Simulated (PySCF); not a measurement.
# Structure and specific rotation at 589.3 nm (origin-invariant length gauge)

Theory: TDDFT LC-wPBE/def2-SVPD circular dichroism and optical rotation, one conformer, gas phase (PySCF 2.14.0). Geometry: GFN2-xTB.

Each molecule in one low-energy conformer. The parent is O=CO[C@@H]1CC[Si@H]1Br.

The molecule is flexible and this is one conformer; a measurement averages over conformers. The calculation is non-relativistic, which matters for the atoms heavier than Zn.

Q: How does the specific rotation at 589.3 nm (origin-invariant length gauge) change along this series?
- O=CO[C@@H]1CC[Si@H]1Br (base)
- O=CO[C@@H]1CC[Si@@H]1Br (diastereomer)

A: 
```tsv
molecule	[α]589 (deg dm⁻¹ (g/mL)⁻¹)	S1 (eV)	R(S1), velocity form (10⁻⁴⁰ esu² cm²)
O=CO[C@@H]1CC[Si@H]1Br	+44.6	6.04	+5.9
O=CO[C@@H]1CC[Si@@H]1Br	+140.5	6.01	+7.1
```
The specific rotation at 589.3 nm (origin-invariant length gauge) is lowest for O=CO[C@@H]1CC[Si@H]1Br and highest for O=CO[C@@H]1CC[Si@@H]1Br.
